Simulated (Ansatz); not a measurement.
Calculated with Ansatz (gas phase, PBE0-D4/def2-TZVP geometries, no zero-point term in ΔE). CCSD(T)/CBS adds triple-zeta CCSD(T) − MP2 to the extrapolated MP2 energy (def2 sets, frozen cores). This one scheme is used for every species. DFT in def2-TZVPP. B3LYP here is the variant with VWN-RPA as its local correlation; programs differ in this. HSE06 is defined as in plane-wave codes. For Se outer-core shells are correlated without core-valence functions, which leaves a few kJ/mol of doubt a bond. Scalar relativity is left out up to krypton. Each species was taken in one conformer, which may not be the lowest.

`CB(O)[SeH]` + H₂S → `CB(O)S` + H₂Se  (ligand exchange at a B–Se bond)

`CB(O)[SeH]`:

Z-matrix (Å, degrees):
```
C
B 1 1.569
H 1 1.096 2 110.3
H 1 1.090 2 113.9 3 -121.1
H 1 1.096 2 110.3 3 117.7
O 2 1.358 1 123.0 3 -59.3
Se 2 1.954 1 119.3 3 120.7
H 6 0.961 2 113.0 1 -0.0
H 7 1.468 2 95.4 1 -179.9
```

H₂S:

```xyz
3

S    -0.078    0.584    0.191
H     0.606    0.019   -0.815
H    -0.528   -0.603    0.624
```

`CB(O)S`:

```xyz
9

C     0.974   -0.192   -0.499
B    -0.463    0.199   -0.018
O    -1.271    0.906   -0.851
S    -1.107   -0.252    1.634
H     1.736    0.259    0.145
H     1.128   -1.274   -0.451
H     1.154    0.137   -1.523
H    -2.138    1.117   -0.496
H    -0.014   -0.901    2.059
```

H₂Se:

Z-matrix (Å, degrees):
```
Se
H 1 1.467
H 1 1.467 2 91.2
```

```
             level  ΔE (kJ/mol)  difference from CCSD(T)/CBS
       LDA (SPW92)         -9.6                         -4.9
            PBE-D4         -8.5                         -3.8
         revPBE-D4         -8.9                         -4.2
           BLYP-D4         -8.4                         -3.7
         r2SCAN-D4         -9.3                         -4.6
           PBE0-D4         -8.2                         -3.5
          B3LYP-D4         -8.1                         -3.4
        r2SCANh-D4         -9.0                         -4.3
        r2SCAN0-D4         -8.6                         -3.9
          HSE06-D4         -8.1                         -3.4
          BHLYP-D4         -7.6                         -2.9
      CAM-B3LYP-D4         -9.1                         -4.4
           ωB97X-V         -8.7                         -4.0
           ωB97M-V         -8.5                         -3.8
            B2PLYP         -7.5                         -2.8
          PBE-QIDH         -6.8                         -2.1
               PBE         -9.1                         -4.4
            revPBE         -9.0                         -4.3
              BLYP         -9.4                         -4.7
            r2SCAN         -9.4                         -4.7
              PBE0         -8.7                         -4.0
             B3LYP         -9.1                         -4.4
           r2SCANh         -9.2                         -4.5
           r2SCAN0         -8.8                         -4.1
             BHLYP         -9.0                         -4.3
         CAM-B3LYP         -9.7                         -5.0
           LC-ωPBE         -9.4                         -4.7
       HF/def2-SVP        -12.5                         -7.8
      MP2/def2-SVP        -11.1                         -6.4
  CCSD(T)/def2-SVP        -12.6                         -7.9
    MP2/def2-TZVPP         -3.7                          1.0
SCS-MP2/def2-TZVPP         -4.6                          0.1
   CCSD/def2-TZVPP         -4.9                         -0.2
CCSD(T)/def2-TZVPP         -5.0                         -0.3
     HF/def2-QZVPP         -8.9                         -4.2
    MP2/def2-QZVPP         -3.5                          1.2
SCS-MP2/def2-QZVPP         -4.7                          0.0
      HF/CBS(def2)         -8.9                         -4.2
     MP2/CBS(def2)         -3.3                          1.4
    CCSD/CBS(def2)         -4.6                          0.1
       CCSD(T)/CBS         -4.7                            0
```

Largest T1 diagnostic among the species: 0.012.

Leaving LDA and LC-ωPBE aside and taking each functional with its dispersion term where it has one, the values, not all of them listed here, spread over 5.1 kJ/mol, from B97M-V to PBE-QIDH. In def2-TZVPP, CCSD(T) changes the Hartree–Fock value by +3.8 kJ/mol (the triples alone add −0.1 kJ/mol) and MP2 by +5.2 kJ/mol. At CCSD(T), def2-SVP lies −7.9 kJ/mol from the extrapolated value and def2-TZVPP −0.3 kJ/mol.
